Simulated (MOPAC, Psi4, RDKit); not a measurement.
Internal rotation in SMILES Fc1ccccc1-c1ccccc1F (C12H8F2). Scanned: dihedral C2–C7–C8–C9; all other coordinates were relaxed at GFN2-xTB. Points at φ and −φ are mirror images. Heavy atoms are numbered in the order of the SMILES Fc1ccccc1-c1ccccc1F, hydrogens after them in the order of the atoms that carry them; the mirror image has the same energies with the sign of each dihedral reversed.

UFF // GFN2-xTB (RDKit); B3LYP/def2-SVP // GFN2-xTB (Psi4); PM7, restricted, heats of formation // GFN2-xTB (MOPAC).

Energies in kcal/mol, each method relative to its own lowest point.

```tsv
φ / °	UFF	B3LYP/def2-SVP	PM7
-165	8.4	5.4	5.0
-150	2.5	1.9	2.0
-135	0.1	0.3	0.4
-120	0.0	0.3	0.0
-105	0.9	1.2	0.1
-90	1.4	1.8	0.1
-75	0.9	1.4	0.1
-60	0.0	0.5	0.2
-45	0.1	0.0	1.2
-30	2.8	0.6	3.9
-15	9.3	2.3	8.3
0	21.8	3.7	13.4
15	9.3	2.3	8.3
30	2.8	0.6	3.9
45	0.1	0.0	1.2
60	0.0	0.5	0.2
75	0.9	1.4	0.1
90	1.4	1.8	0.1
105	0.9	1.2	0.1
120	0.0	0.3	0.0
135	0.1	0.3	0.4
150	2.5	1.9	2.0
165	8.4	5.4	5.0
180	19.2	10.3	8.9
```
